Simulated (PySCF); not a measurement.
Structure with atom numbers: `[CH3:1][C:2](=[O:3])[CH2:4][C:5]([F:6])([F:7])[F:8]`. Each H is labelled by its parent atom.

GIAO PBE0/pcSseg-1 shifts (PySCF 2.14.0 with density-fitted response routines, gas phase, non-relativistic, equivalent atoms averaged), each against references optimised in the same way as the molecule (TMS, H2O, CFCl3).

On the GFN2-xTB geometry: C2 202.3, C5 134.1, C4 53.8, C1 31.4, O3 701.9, F6/F7/F8 -76.7, H(C4) 3.07, H(C1) 2.43 ppm.

What changes on the PBE0-D3(BJ)/def2-SVP geometry?

## Answers


```tsv
atoms	δ (ppm)	change
C2	201.9	-0.4
C5	129.8	-4.3
C4	51.4	-2.4
C1	31.2	-0.2
O3	717.2	+15.3
F6/F7/F8	-75.6	+1.1
H(C4)	2.80	-0.27
H(C1)	2.32	-0.11
```

Unscaled 19F shifts against computed CFCl3 carry errors that often reach 10 to 50 ppm.

Part of each change is the reference's own: σ(TMS, C) goes from 186.9 to 184.4 ppm, σ(H2O, O) goes from 336.1 to 334.6 ppm, σ(CFCl3, F) goes from 170.9 to 177.2 ppm, σ(TMS, H) goes from 31.72 to 31.27 ppm.

Bonds between heavy atoms that differ most (equivalent bonds averaged): C2–C4 1.537 → 1.527 Å, C4–C5 1.515 → 1.506 Å, C1–C2 1.497 → 1.503 Å, C2–O3 1.199 → 1.205 Å, C5–F6 1.341 → 1.337 Å. Mean change of bonds to hydrogen: C–H +0.010 Å.
